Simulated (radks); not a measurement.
The numbers below are computed, except where a source is named.
Task: The mean radii <r> (bohr) of the occupied orbitals of an atom or ion are listed with their occupations. Code: a radial shooting solver on a logarithmic mesh with Libxc functionals. Model: scalar-relativistic Kohn-Sham, LB94 model potential, spin-unpolarised, spherical densities, finite nucleus; Fermi nuclear charge, rms radius of each element as measured or else 0.836 A^(1/3) + 0.57 fm.

orbital  occ.      <r>
1s          2  0.01657
2s          2  0.06982
2p          6  0.06316
3s          2   0.1804
3p          6   0.1818
3d         10   0.1647
4s          2   0.3997
4p          6   0.4259
4d         10   0.4489
5s          2   0.8957
4f         14   0.4797
5p          6    1.035
5d         10    1.435

Name the element and its charge.

Result: Z = 80, mercury, charge +2: Hg2+ in [Xe] 4f14 5d10. The 1s radius gives Z: for a bare nucleus <r> = (2 gamma + 1)/(2Z) with gamma = sqrt(1 - (Z/c)^2), 0.0164 bohr for Z = 80, and screening makes it slightly larger (0.01657 here). The occupations add up to 78, and the charge is Z minus that.
